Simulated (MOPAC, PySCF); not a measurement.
H$_{10}$Si$_{4}$, SMILES `[SiH3][SiH]([SiH3])[SiH3]`, neutral singlet in the gas phase. 

Cartesian coordinates (Å):
```xyz
14

Si     1.9808    -0.3609     0.9341
Si     0.2072    -0.1999    -0.5794
Si    -0.5218     2.0174    -0.6999
Si    -1.5524    -1.5664     0.1267
H      2.4622    -1.7648     1.0362
H      3.1149     0.5049     0.5127
H      1.5182     0.0820     2.2771
H      0.6669    -0.6432    -1.9283
H     -1.6565     2.1491    -1.6531
H     -0.9788     2.4551     0.6466
H      0.5813     2.9126    -1.1417
H     -1.1148    -2.9854     0.2186
H     -2.6999    -1.4792    -0.8162
H     -2.0072    -1.1212     1.4715
```
Charge 0, spin multiplicity 1.

All levels are single points at this geometry (PBE0-D3(BJ)/def2-TZVP); Pople sets use spherical d functions. Orbital energies aren't observables, and empty levels follow the basis.

| level | HOMO (eV) | LUMO (eV) | gap (eV) | dipole (D) | vertical IE, Delta-SCF (eV) |
|---|---|---|---|---|---|
| PBE0-D3(BJ)/def2-TZVP in PySCF | -8.02 | -0.27 | 7.74 | 0.15 | 9.69 |
| ωB97X-D3(BJ)/def2-TZVP in PySCF | -10.28 | 1.68 | 11.97 | 0.17 | 9.96 |
| B3LYP/3-21G in PySCF | -7.94 | 0.04 | 7.98 | 0.07 | – |
| B3LYP/LANL2DZ in PySCF | -8.02 | 0.17 | 8.19 | 0.08 | – |
| M06-2X/6-31G* in PySCF | -8.89 | 0.79 | 9.68 | 0.11 | – |
| HF/3-21G in PySCF | -10.50 | 3.14 | 13.63 | 0.09 | – |
| AM1 in MOPAC | -10.54 | -1.16 | 9.38 | 0.06 | – |
| PM6 in MOPAC | -8.84 | -1.04 | 7.80 | 0.11 | – |
| PM7 in MOPAC | -10.43 | -0.10 | 10.33 | 0.02 | – |
